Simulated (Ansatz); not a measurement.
Born–Oppenheimer molecular dynamics of CH7AlBrN (11 atoms, charge 0, multiplicity 1). It starts from a rough guess of a transition structure, not a stationary point.

The calculation used UKS PBE/def2-SVP in Ansatz 0.2.0.

```
ensemble                      : NVE (velocity Verlet)
time step                     : 0.5 fs
steps asked                   : 150
starting velocities drawn for : 600 K
seed                          : 806577
```

Frames 5 fs apart, positions in Å.

Velocities at 10 fs (Å/ps):

```
Al 2.61 0.09 -0.86
Br -0.79 0.99 0.69
H 15.28 12.52 15.00
H 31.06 16.28 -12.87
H 71.64 -43.75 -44.44
N -4.53 -1.37 6.98
C -2.93 0.47 -8.30
H -24.22 0.08 17.90
H -23.15 -37.47 -18.02
H 34.71 17.08 26.38
H -14.47 -32.48 -13.69
```

```xyz
11
Properties=species:S:1:pos:R:3 time_fs=10 energy_less_start_eV=-0.356 T=904
Al -1.410 -1.052 -0.226
Br 0.611 -2.105 -1.872
H -2.318 0.117 -0.973
H -1.777 -2.300 0.782
H 1.004 -0.790 -0.154
N 0.433 -0.096 0.561
C 0.679 1.359 0.234
H 0.625 -0.444 1.491
H 0.189 2.099 0.913
H 0.130 1.435 -0.766
H 1.720 1.737 0.080
11
Properties=species:S:1:pos:R:3 time_fs=15 energy_less_start_eV=-0.146 T=726
Al -1.388 -1.050 -0.233
Br 0.606 -2.099 -1.867
H -2.215 0.128 -0.867
H -1.644 -2.200 0.720
H 1.147 -0.802 -0.161
N 0.417 -0.115 0.574
C 0.659 1.346 0.198
H 0.546 -0.385 1.590
H 0.056 1.938 0.897
H 0.245 1.560 -0.779
H 1.730 1.550 0.056
11
Properties=species:S:1:pos:R:3 time_fs=20 energy_less_start_eV=-0.348 T=896
Al -1.342 -1.047 -0.249
Br 0.597 -2.091 -1.861
H -2.166 0.154 -0.780
H -1.616 -2.227 0.789
H 1.033 -0.657 0.113
N 0.403 -0.142 0.558
C 0.631 1.303 0.173
H 0.538 -0.211 1.553
H 0.038 1.887 0.937
H 0.253 1.613 -0.915
H 1.764 1.437 0.185
11
Properties=species:S:1:pos:R:3 time_fs=25 energy_less_start_eV=-0.009 T=612
Al -1.276 -1.051 -0.267
Br 0.585 -2.083 -1.852
H -2.200 0.235 -0.746
H -1.664 -2.245 0.865
H 1.282 -0.895 0.092
N 0.351 -0.133 0.546
C 0.605 1.255 0.144
H 0.544 -0.092 1.590
H 0.151 1.900 0.886
H 0.315 1.498 -0.812
H 1.644 1.454 0.364
11
Properties=species:S:1:pos:R:3 time_fs=30 energy_less_start_eV=-0.171 T=755
Al -1.202 -1.062 -0.286
Br 0.570 -2.072 -1.842
H -2.176 0.190 -0.721
H -1.714 -2.124 0.792
H 0.956 -0.731 0.250
N 0.337 -0.152 0.533
C 0.597 1.208 0.147
H 0.443 -0.128 1.532
H 0.087 1.985 0.824
H 0.302 1.423 -1.004
H 1.670 1.534 0.403
11
Properties=species:S:1:pos:R:3 time_fs=35 energy_less_start_eV=-0.367 T=920
Al -1.129 -1.077 -0.311
Br 0.552 -2.061 -1.831
H -2.092 0.058 -0.739
H -1.769 -2.030 0.713
H 1.160 -0.964 0.122
N 0.298 -0.142 0.553
C 0.604 1.212 0.134
H 0.260 -0.282 1.609
H -0.083 1.894 0.622
H 0.411 1.288 -0.869
H 1.632 1.507 0.266
11
Properties=species:S:1:pos:R:3 time_fs=40 energy_less_start_eV=-0.707 T=1201
Al -1.059 -1.098 -0.345
Br 0.532 -2.049 -1.819
H -2.070 0.022 -0.891
H -1.833 -2.091 0.738
H 0.994 -0.793 0.186
N 0.301 -0.167 0.588
C 0.609 1.222 0.133
H 0.123 -0.381 1.555
H -0.268 1.865 0.473
H 0.461 1.171 -1.069
H 1.704 1.511 0.219
11
Properties=species:S:1:pos:R:3 time_fs=45 energy_less_start_eV=-0.723 T=1220
Al -1.007 -1.126 -0.385
Br 0.512 -2.038 -1.807
H -2.026 0.008 -1.103
H -1.778 -2.132 0.711
H 1.165 -0.842 0.221
N 0.305 -0.168 0.630
C 0.597 1.221 0.095
H 0.099 -0.375 1.636
H -0.215 1.881 0.355
H 0.536 1.084 -0.955
H 1.614 1.565 0.339
11
Properties=species:S:1:pos:R:3 time_fs=50 energy_less_start_eV=-0.863 T=1339
Al -0.980 -1.156 -0.426
Br 0.494 -2.028 -1.798
H -1.868 -0.094 -1.254
H -1.618 -2.117 0.611
H 1.217 -0.821 0.412
N 0.331 -0.162 0.670
C 0.583 1.197 0.075
H 0.211 -0.218 1.687
H -0.187 1.992 0.316
H 0.644 1.010 -1.070
H 1.490 1.664 0.539
11
Properties=species:S:1:pos:R:3 time_fs=55 energy_less_start_eV=-0.801 T=1281
Al -0.970 -1.180 -0.464
Br 0.481 -2.021 -1.793
H -1.722 -0.166 -1.355
H -1.520 -2.195 0.611
H 1.247 -0.739 0.695
N 0.364 -0.145 0.703
C 0.577 1.176 0.065
H 0.312 0.019 1.735
H -0.225 1.910 0.237
H 0.774 1.042 -1.029
H 1.416 1.694 0.611
11
Properties=species:S:1:pos:R:3 time_fs=60 energy_less_start_eV=-0.343 T=895
Al -0.974 -1.201 -0.485
Br 0.475 -2.019 -1.794
H -1.715 -0.090 -1.432
H -1.509 -2.307 0.666
H 1.400 -0.727 0.801
N 0.387 -0.111 0.750
C 0.592 1.167 0.070
H 0.258 0.206 1.719
H -0.397 1.699 0.110
H 0.935 1.101 -0.976
H 1.401 1.703 0.553
11
Properties=species:S:1:pos:R:3 time_fs=65 energy_less_start_eV=-0.656 T=1153
Al -0.997 -1.216 -0.485
Br 0.477 -2.022 -1.801
H -1.767 -0.013 -1.355
H -1.526 -2.284 0.615
H 1.292 -0.566 0.866
N 0.425 -0.087 0.796
C 0.611 1.173 0.074
H 0.102 0.219 1.732
H -0.445 1.530 -0.037
H 1.025 1.052 -1.018
H 1.409 1.854 0.566
```

Of the whole run (75 fs, mean temperature of the second half 1002 K): The conserved energy stayed within 1.4 meV per atom of its start (net change -0.95 meV per atom), so the integration is sound. The kinetic energy rose, since the run started high on the potential surface and went downhill. A run of 0.075 ps of so small a system gives no equilibrium averages. The orbitals were unrestricted but ended closed-shell.

Run time: 8.4 min on 4 threads of Arm Neoverse N1 (shared host), peak memory 0.2 GiB.
